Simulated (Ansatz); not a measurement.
CH2GaNO, SMILES `N#C[O][GaH2]`, one more setting.

```yaml
crystal:
  periodic: [false, false, false]
  atoms:
    - {symbol: N, position_ang: [1.613525, -2.038059, 0.199124]}
    - {symbol: C, position_ang: [0.882534, -1.194340, 0.505838]}
    - {symbol: O, position_ang: [0.082266, -0.275895, 0.867796]}
    - {symbol: Ga, position_ang: [-0.696644, 0.922925, -0.300423]}
    - {symbol: H, position_ang: [-0.278998, 0.701107, -1.773949]}
    - {symbol: H, position_ang: [-1.602703, 1.884272, 0.501614]}
basis:
  gaussian: {orbitals: pcseg-2}
total_charge: 1
magnetization: {spin_polarized: true, initial_magnetization: 1}
hamiltonian: {xc: {name: revPBE}, dispersion: d3bj}
output: {forces: true}
```

```sh
$ ansatz run in.yaml --threads 2 --pin off --events-out ev --progress --plain --max-ram 4352MiB
```

Shortened log:

```
Functional definition: revPBE
948 factors; their error is unknown
mean field evaluation 1: about -56951.1011 eV, gradient 7.0e1 eV
mean field evaluation 2: about -56661.6892 eV, gradient 1.8e2 eV
mean field evaluation 4: about -56950.5340 eV, gradient 6.2e1 eV
mean field evaluation 8: about -56971.0505 eV, gradient 7.0e0 eV
mean field evaluation 16: about -56971.3505 eV, gradient 4.7e0 eV
mean field evaluation 32: about -56967.7355 eV, gradient 2.0e1 eV
mean field -56971.46887945 eV, -2093.6628646711 hartree, gradient 9.4e-6 eV, S^2 0.753883; 5 other end points of the search recorded, 0 dependent functions left out
reference -56971.46893567 eV, -2093.6628667373 hartree; 27, 26 occupied and 134, 135 virtual orbitals, 948 factors
Total energy: -56971.69468101 eV, -2093.6711627257 hartree
Atom 0 at     1.613525    -2.038059     0.199124 Å, force     3.292696    -3.905840    -1.402586 eV/Å
Atom 1 at     0.882534    -1.194340     0.505838 Å, force    -3.953504     5.084926     2.284298 eV/Å
Atom 2 at     0.082266    -0.275895     0.867796 Å, force     1.758649    -2.952740     0.252207 eV/Å
Atom 3 at    -0.696644     0.922925    -0.300423 Å, force    -1.212946     1.933117    -1.037485 eV/Å
Atom 4 at    -0.278998     0.701107    -1.773949 Å, force     0.119805    -0.279383    -0.241323 eV/Å
Atom 5 at    -1.602703     1.884272     0.501614 Å, force    -0.004700     0.119920     0.144889 eV/Å
Dipole moment:    -0.156449     0.228408    -0.076733 e Å
```

It took 15 s on 2 threads of an Arm Neoverse V2 on a shared host, with 0.36 GiB of host memory at the peak.
